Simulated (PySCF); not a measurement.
# Reading the logs of faulty runs: AlClGeH4N cation

All numbers below are calculated, not measured. They come from PySCF 2.14.0, an open-source quantum chemistry program, on an isolated molecule that a program drew, which may never have been made. The molecule is AlClGeH4N cation (charge +1, singlet), drawn as the SMILES string `[Cl][Al+][NH][GeH3]`.

Each row is a Hartree-Fock (HF) and frozen-core CCSD(T) single point in the cc-pV(D+d)Z basis, meant for a local HF minimum. Run 1 is clean. Each other run has one planted mistake out of seven kinds, and not every kind appears here: one electron removed, one electron added, multiplicity raised by two, geometry at a saddle point, minimal basis STO-3G, one bond length entered in bohr, all coordinates scaled. The reference is restricted for singlets and unrestricted otherwise, and also for a bond in bohr. Adding or removing an electron swaps singlet and doublet. Electrons count all cores. HOMO and LUMO are orbital energies over both spins, the gradient is its largest component, and the lowest frequency (negative if imaginary) is given only where the gradient is small. Bond lengths are over the 7 bonds as drawn. T1 is the CCSD diagnostic: over 0.02 (restricted) or 0.045 (unrestricted) a single reference is doubtful. Germanium has the cc-pVDZ-PP basis, with a core potential (ECP10MDF) in place of its 10 inner electrons, and its 3s, 3p and 3d shells are frozen in CCSD(T).

Geometry of the clean run:
```xyz
8
AlClGeH4N cation, angstrom
Cl    0.3209   -3.0357    3.9260
Al    1.0244   -1.9241    2.3989
N     1.5867   -0.9410    1.1332
Ge    1.2292    0.9134    0.7581
H     2.2066   -1.3529    0.4489
H     2.5668    1.6260    0.8145
H     0.5568    0.9523   -0.6007
H     0.2952    1.2981    1.9016
```

```
run,electrons,basis functions,<S^2>,HOMO (eV),LUMO (eV),gradient (hartree/bohr),lowest frequency (cm^-1),mean bond (Å),longest bond (Å),T1,HF (hartree),CCSD(T) (hartree),mistake
1,72,103,0.000,-16.02,-4.34,2.5e-05,66,1.6014,2.016,0.0138,-1051.42047,-1051.92515,no fault
2,72,103,2.015,-11.47,-6.15,8.1e-02,-,1.6014,2.016,0.0223,-1051.30472,-1051.78228,multiplicity raised by two
3,71,103,0.761,-22.42,-12.26,8.0e-02,-,1.6014,2.016,0.0394,-1050.90705,-1051.37573,one electron removed
4,72,103,0.000,-15.82,-4.59,2.0e-02,-,1.6558,2.084,0.0152,-1051.41155,-1051.92201,?
5,73,103,0.760,-5.66,1.35,5.7e-02,-,1.6014,2.016,0.0204,-1051.60345,-1052.12384,?
```

**Which mistake was planted in run 4, and what did it cost?**

The mean and the longest bond both change by the same factor, 1.034, and the gradient is no longer small. So the mistake is: all coordinates scaled. Subtracting run 1 and multiplying by 627.51 kcal/mol a hartree, the energy moved by 5.6 kcal/mol in HF and 2.0 kcal/mol in CCSD(T).

**Which mistake was planted in run 5, and what did it cost?**

It counts 73 electrons, one more than the clean run, at the same geometry and basis. So the mistake is: one electron added. Subtracting run 1 and multiplying by 627.51 kcal/mol a hartree, the energy moved by -114.8 kcal/mol in HF and -124.7 kcal/mol in CCSD(T).

